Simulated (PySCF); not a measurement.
# 29Si chemical shifts

Non-relativistic Hamiltonian, in vacuum, a single conformation, averaged over atoms made equivalent by symmetry, fast rotation or ring inversion. NMR shieldings at PBE0/pcSseg-1/GIAO; geometry: GFN2-xTB; PySCF 2.14.

Shieldings were converted by a linear fit to measured shifts: 29Si (scatter 8.9 ppm rms, 25.8 ppm with the 6 outliers that the fit left out vs TMS, solution or neat liquid). A few per cent of atoms miss by over 2 rms, more outside the fitted compound classes.

Question: Give the 29Si shifts of `CN(C)[Si@@]1(F)C[C@@H](F)C[SiH2]1`, `CC#C[SiH2]/C=C/[Si@@H](Cl)OC`, `C=CCO[SiH2]C#CC`, `CC#C/C(=C\[SiH2]OC)[SiH2]Cl`, `Cc1ncnnc1O[SiH2][SiH3]`.

Answer: 
```json
{"compound": "[CH3:1][N:2]([CH3:3])[Si@@:4]1([F:5])[CH2:6][C@@H:7]([F:8])[CH2:9][SiH2:10]1", "environment": "Si4: silicon bonded to C, F, N, Si, in a 5-membered ring", "δ (ppm)": "19.3"}
{"compound": "[CH3:1][N:2]([CH3:3])[Si@@:4]1([F:5])[CH2:6][C@@H:7]([F:8])[CH2:9][SiH2:10]1", "environment": "Si10: silicon bonded to C, Si, 2 H, in a 5-membered ring", "δ (ppm)": "-89.4"}
{"compound": "[CH3:1][C:2]#[C:3][SiH2:4]/[CH:5]=[CH:6]/[Si@@H:7]([Cl:8])[O:9][CH3:10]", "environment": "Si7: silicon bonded to C, Cl, O, H", "δ (ppm)": "-24.5"}
{"compound": "[CH3:1][C:2]#[C:3][SiH2:4]/[CH:5]=[CH:6]/[Si@@H:7]([Cl:8])[O:9][CH3:10]", "environment": "Si4: silicon bonded to 2 C, 2 H", "δ (ppm)": "-63.3"}
{"compound": "C=CCO[SiH2]C#CC", "environment": "silicon bonded to C, O, 2 H", "δ (ppm)": "-50.2"}
{"compound": "[CH3:1][C:2]#[C:3]/[C:4](=[CH:5]\\[SiH2:6][O:7][CH3:8])[SiH2:9][Cl:10]", "environment": "Si9: silicon bonded to C, Cl, 2 H", "δ (ppm)": "-30.2"}
{"compound": "[CH3:1][C:2]#[C:3]/[C:4](=[CH:5]\\[SiH2:6][O:7][CH3:8])[SiH2:9][Cl:10]", "environment": "Si6: silicon bonded to C, O, 2 H", "δ (ppm)": "-36.4"}
{"compound": "[CH3:1][c:2]1[n:3][cH:4][n:5][n:6][c:7]1[O:8][SiH2:9][SiH3:10]", "environment": "Si9: silicon bonded to O, Si, 2 H", "δ (ppm)": "-25.6"}
{"compound": "[CH3:1][c:2]1[n:3][cH:4][n:5][n:6][c:7]1[O:8][SiH2:9][SiH3:10]", "environment": "Si10: silicon bonded to Si, 3 H", "δ (ppm)": "-101.6"}
```

Question: Match the shifts 8.0, -20.5, -42.8, -87.3 ppm to `CO[Si](F)(OC)C(C)=O`, `C[SiH](Cl)Cl`, `C=CC[Si@H](O)C#CC`, `C=C1[C@@H](CCC=O)[SiH2]N1C`.

Answer: 8.0: C[SiH](Cl)Cl (silicon bonded to C, 2 Cl, H); -20.5: C=C1[C@@H](CCC=O)[SiH2]N1C (silicon bonded to C, N, 2 H, in a 4-membered ring); -42.8: C=CC[Si@H](O)C#CC (silicon bonded to 2 C, O, H); -87.3: CO[Si](F)(OC)C(C)=O (silicon bonded to C, F, 2 O).
